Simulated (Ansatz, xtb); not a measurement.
**Isomers of C4H7NOSi in order of energy**

4 gas-phase structures of C4H7NOSi, from a drawn sample of its isomers (lower ones may exist). Each was relaxed with GFN2-xTB:

A. `Cc1coc([SiH3])n1`, a singlet
B. `Cc1ncc([SiH3])o1`, a singlet
C. `Cc1nc([SiH3])co1`, a singlet
D. `Cc1ncoc1[SiH3]`, a singlet

Which do you expect lowest at r2SCAN-D4/def2-SVP, and how would the others follow?

Calculated order at r2SCAN-D4/def2-SVP: B (0.0), C (1.0), D (3.0), A (4.0) kcal/mol. Less than 1 kcal/mol parts B and C, so the order within that pair means little.

Energies above the lowest of each column, in kcal/mol; the last columns are at B3LYP-D3(BJ)/def2-SVP geometries:

```tsv
structure	GFN2-xTB	HF/STO-3G	r2SCAN-D4/def2-SVP	B3LYP-D3(BJ)/def2-SVP	CCSD(T)/def2-SVP + ΔMP2/def2-TZVPP
B	0.0	0.0	0.0	0.0	0.0
C	2.1	0.9	1.0	0.8	0.7
D	1.4	3.5	3.0	1.8	1.9
A	2.2	1.9	4.0	3.9	4.1
```

Every level run on B puts it lowest or level with the lowest. Some further structures that were screened fall inside this span and aren't listed. A keeps a small imaginary mode. ΔMP2 is the change of the MP2 energy from the smaller to the larger basis.

Over these structures GFN2-xTB departs from r2SCAN-D4/def2-SVP by 1.1 kcal/mol on average once a common shift is removed. A GFN2-xTB relaxation took about 0.072 s and the r2SCAN-D4/def2-SVP energy about 2 s on a shared host (Ansatz 0.2.0, xtb 6.7.1).
